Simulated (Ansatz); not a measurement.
```yaml
crystal:
  periodic: [false, false, false]
  atoms:
    - {symbol: B, position_ang: [-0.324290, 0.671363, -0.916299]}
    - {symbol: C, position_ang: [-0.090861, -0.450234, 0.220998]}
    - {symbol: O, position_ang: [0.448237, -1.747862, -0.047403]}
    - {symbol: O, position_ang: [-0.842419, -0.122525, 1.373209]}
    - {symbol: Cl, position_ang: [1.653103, 1.603057, -0.410342]}
    - {symbol: H, position_ang: [-0.938445, 1.779094, -0.527805]}
    - {symbol: H, position_ang: [0.088637, 0.388536, -2.057472]}
    - {symbol: H, position_ang: [0.467771, -2.046203, 1.408886]}
    - {symbol: H, position_ang: [-0.502417, -0.725611, 1.950351]}
basis:
  gaussian: {orbitals: cc-pVTZ, final_grid: {core_spheres: 1, valence_spheres: 1, degree: 1}}
hamiltonian: {xc: {name: r2SCAN}}
output: {forces: true}
```

```sh
$ ansatz run in.yaml --threads 2 --pin off --events-out ev --progress --plain --max-ram 4352MiB
```

It prints (some lines left out):

```
Functional definition: r2SCAN
1223 factors; their error is unknown
mean field evaluation 1: about -18383.6018 eV, gradient 5.3e1 eV
mean field evaluation 2: about -18366.8958 eV, gradient 9.9e1 eV
mean field evaluation 4: about -18389.3006 eV, gradient 1.2e1 eV
mean field evaluation 8: about -18389.6087 eV, gradient 3.6e-1 eV
a density is far from that of the atoms, so the factors are made again for it
1648 factors; integrals over basis functions are off by at most 9.3e-4 eV
mean field -18753.22916964 eV, -689.1684605889 hartree, gradient 3.3e-5 eV, S^2 0.000000; 0 other end points of the search recorded, 0 dependent functions left out
reference -18753.22918876 eV, -689.1684612915 hartree; 24, 24 occupied and 186, 186 virtual orbitals, 1648 factors
Total energy: -18753.22918876 eV, -689.1684612915 hartree
Atom 0 at    -0.324290     0.671363    -0.916299 Å, force    16.055517    -0.729815    15.942909 eV/Å
Atom 1 at    -0.090861    -0.450234     0.220998 Å, force    58.854719   107.789239    -0.613185 eV/Å
Atom 2 at     0.448237    -1.747862    -0.047403 Å, force   -17.676271   -92.338504    -9.661796 eV/Å
Atom 3 at    -0.842419    -0.122525     1.373209 Å, force    -9.598616   -21.235246     6.429485 eV/Å
Atom 4 at     1.653103     1.603057    -0.410342 Å, force   -44.773326    -3.827723    -5.529487 eV/Å
Atom 5 at    -0.938445     1.779094    -0.527805 Å, force     2.875879    -2.339888    -0.328963 eV/Å
Atom 6 at     0.088637     0.388536    -2.057472 Å, force     3.743155    -0.714384     1.553924 eV/Å
Atom 7 at     0.467771    -2.046203     1.408886 Å, force     4.010942    -3.385794    -6.099268 eV/Å
Atom 8 at    -0.502417    -0.725611     1.950351 Å, force   -13.492001    16.782115    -1.693621 eV/Å
Dipole moment:    -4.088100    -4.873578     1.482699 e Å
```

In this input the integration grid is far too coarse. The calculation finished and met its thresholds. The result belongs to that input, not to the molecule as meant.
